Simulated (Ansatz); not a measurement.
Cu(CO) (CuCO) was relaxed with r2SCAN-D4 (def2-TZVP) in Ansatz in these states: neutral doublet, neutral quartet. The geometries follow in no particular order.

A:

Cartesian coordinates in Å:
```
Cu 0.2456 -0.3537 -1.5098
C -0.2976 0.0685 0.2205
O 0.0520 0.2852 1.2893
```

B:

```tsv
atom	x (Å)	y (Å)	z (Å)
Cu1	-0.3725	0.3887	1.5454
C2	0.0537	-0.0558	-0.2189
O3	0.3188	-0.3329	-1.3265
```

Question: Judge from the bond lengths which geometry belongs to which state (an estimate).

Answer: A is the neutral doublet (C2–O3 1.145 Å, Cu1–C2 1.862 Å); B is the neutral quartet (C2–O3 1.172 Å, Cu1–C2 1.869 Å).

At PBE0-D4/def2-TZVP a doublet lies 3.65 eV below the neutral quartet.
